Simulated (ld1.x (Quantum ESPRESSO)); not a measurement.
## An all-electron radial function and its pseudo partner (Sb)

Columns: radius, all-electron u(r) and pseudo u(r) of the 5s shell (level -13.09 eV) of antimony in the configuration [Ar] 3d10 4s2 4p6 4d10 5s1.75 5p3.25; Wu–Cohen, scalar-relativistic, ultrasoft scheme, ld1.x (Quantum ESPRESSO) 7.5.

| r (bohr) | all-electron | pseudo |
| --- | --- | --- |
| 0.085 | -0.1654 | -0.1963 |
| 0.170 | 0.1135 | -0.3717 |
| 0.255 | 0.2461 | -0.5086 |
| 0.340 | 0.1027 | -0.5948 |
| 0.425 | -0.1233 | -0.6254 |
| 0.510 | -0.2976 | -0.6025 |
| 0.595 | -0.3754 | -0.5335 |
| 0.680 | -0.3617 | -0.4294 |
| 0.765 | -0.2811 | -0.3020 |
| 0.850 | -0.1601 | -0.1622 |
| 0.935 | -0.0209 | -0.0189 |
| 1.020 | 0.1205 | 0.1216 |
| 1.105 | 0.2540 | 0.2540 |
| 1.190 | 0.3737 | 0.3737 |
| 1.275 | 0.4768 | 0.4768 |
| 1.360 | 0.5624 | 0.5624 |
| 1.445 | 0.6311 | 0.6311 |
| 1.530 | 0.6838 | 0.6838 |
| 1.615 | 0.7224 | 0.7224 |
| 1.700 | 0.7484 | 0.7484 |
| 1.785 | 0.7634 | 0.7634 |
| 1.870 | 0.7692 | 0.7692 |
| 1.955 | 0.7673 | 0.7673 |
| 2.040 | 0.7588 | 0.7588 |
| 2.125 | 0.7452 | 0.7452 |
| 2.210 | 0.7273 | 0.7273 |

Q: How many radial nodes do the two functions have?

A: The all-electron 5s function has n − l − 1 = 4 (the table is too coarse to show those close to the nucleus); the pseudo-wave has 1, since 1 lower shell of the same l stays in the valence.

Q: At about which radius was the pseudo-wave matched?

A: 1.15 bohr, where the columns begin to agree (steps of 0.09 bohr).

Q: Is the pseudo-wave norm-conserving?

A: No, it belongs to an ultrasoft set: the norm inside the radius is not constrained, and the difference is carried by the augmentation charge.
